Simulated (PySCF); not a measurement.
Below is a simulated gas-phase Si 2p photoelectron spectrum of `FB(F)[SiH3]`.

Every computed line was given a Gaussian of 0.5 eV full width at half maximum and an area set by the number of equivalent atoms (split 2:1 within a doublet); the highest printed point is 100. Method: delta-SCF UKS SCAN, pcX-2 on the ionised atom, pcseg-1 elsewhere, spin-free X2C in PySCF.

```tsv
binding energy (eV)	intensity
106.4	0
106.5	1
106.6	4
106.7	12
106.8	28
106.9	54
107.0	82
107.1	100
107.2	99
107.3	81
107.4	60
107.5	48
107.6	47
107.7	52
107.8	51
107.9	41
108.0	27
108.1	14
108.2	6
108.3	2
108.4	1
108.5	0
```

Problem. Count the maxima, the lines and the sites behind this envelope.

Solution. The curve has 2 maxima (at 107.1 and 107.7 eV). Under it lie 2 lines from 1 inequivalent silicon site, drawn as a 2p3/2, 2p1/2 pair.

Problem. Decompose the envelope and assign each component. Numbering: `[F:1][B:2]([F:3])[SiH3:4]`.

Solution. 
```tsv
position (eV)	relative area	line	atoms	environment
107.14	0.67	Si 2p3/2	Si4	SiH3 silicon
107.76	0.33	Si 2p1/2	Si4	SiH3 silicon
```

The curve has no shake-up lines and no vibrational structure. The 2p values aren't plain energy differences: one relaxed spin-free 2p hole is combined with a matrix within the shell (ground-state 2p orbital-energy differences and spin–orbit coupling). 2p3/2, the mean of its two sublevels, lies a third of the splitting below the shell's mean and 2p1/2 two thirds above it; the statistical areas are 2:1. 2p1/2 minus 2p3/2 (ligand field included): Si 0.62 eV. Isolated species at its PBE0-D3(BJ)/def2-SVP geometry, gas phase.
